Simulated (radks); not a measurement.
The numbers below are computed, except where a source is named.
Q: Radial electron density D(r) = 4 pi r^2 rho(r) of an atom or ion with 14 electrons. Code: a radial shooting solver on a logarithmic mesh with Libxc functionals. Model: Dirac Kohn-Sham, LB94 model potential, spin-unpolarised, spherical densities, finite nucleus; Fermi nuclear charge, rms radius of each element as measured or else 0.836 A^(1/3) + 0.57 fm.

r (bohr)  D(r) (e/bohr)
0.002165          17.72
0.002688          24.01
0.003336          31.99
0.00414           41.72
0.005138          53.01
0.006377          65.20
0.007914          77.11
0.009822          86.98
0.01219           92.82
0.01513           93.24
0.01878           88.56
0.0233            81.83
0.02892           78.39
0.0359            82.98
0.04455           95.01
0.05529           105.8
0.06862           103.0
0.08517           81.85
0.1057            53.25
0.1312            34.56
0.1628            29.63
0.2021            26.18
0.2508            16.30
0.3113            6.015
0.3863            1.174
0.4794           0.1069
0.595          0.003856

What is the nuclear charge?

A: Z = 68. The innermost maximum, from 1s, lies near gamma/Z bohr with gamma = sqrt(1 - (Z/c)^2) = 0.868, here 0.0128 bohr (found: 0.0137), and its height grows with Z. The density is that of the erbium ion Er54+ in [Ne] 3s2 3p2; the configuration itself is not fixed sharply by these data, and Z only to a few units. D(r) has 2 maxima, at r = 0.0137, 0.0599 bohr, and minima at 0.0289 bohr, inside which lie 2.12 electrons.
